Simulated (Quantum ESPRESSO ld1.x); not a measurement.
Sc3+, configuration [Ne] 3s2 3p5 4p1 (not the ground configuration). Calculated with ld1.x of Quantum ESPRESSO 7.5: scalar-relativistic Kohn-Sham, LDA (Slater exchange, VWN5 correlation), spin-polarised, spherical densities, point nucleus; open shells are filled with parallel spins first.

Normalised radial functions P(r) = r R(r), r in bohr:

r	3p down	3d up	4s up
0.003112	0.0011	0.0000	0.0271
0.004605	0.0024	0.0000	0.0386
0.006816	0.0049	0.0000	0.0542
0.01017	0.0105	0.0001	0.0747
0.01505	0.0216	0.0002	0.0985
0.02227	0.0434	0.0006	0.1224
0.03322	0.0857	0.0018	0.1378
0.04917	0.1584	0.0054	0.1280
0.07276	0.2715	0.0150	0.0727
0.1077	0.4146	0.0393	-0.0389
0.1607	0.5300	0.0969	-0.1799
0.2378	0.4834	0.2110	-0.2438
0.3519	0.1431	0.4025	-0.1100
0.5249	-0.4654	0.6555	0.2100
0.7768	-0.9628	0.8564	0.3960
1.15	-0.9584	0.8561	0.1089
1.701	-0.5278	0.6090	-0.4777
2.538	-0.1396	0.2716	-0.7197
3.756	-0.0147	0.0637	-0.4024
5.559	-0.0004	0.0054	-0.0787
8.294	0.0000	0.0001	-0.0035

3p down: eigenvalue -72.406 eV, 1 radial node at r = 0.391 bohr, <r> = 1.10 bohr, 90 % of the charge inside 1.67 bohr. 3d up (empty): eigenvalue -41.015 eV, 0 radial nodes, <r> = 1.25 bohr, 90 % of the charge inside 2.02 bohr. 4s up (empty): eigenvalue -29.331 eV, 3 radial nodes at r = 0.0957, 0.409, 1.24 bohr, <r> = 2.60 bohr, 90 % of the charge inside 3.74 bohr.
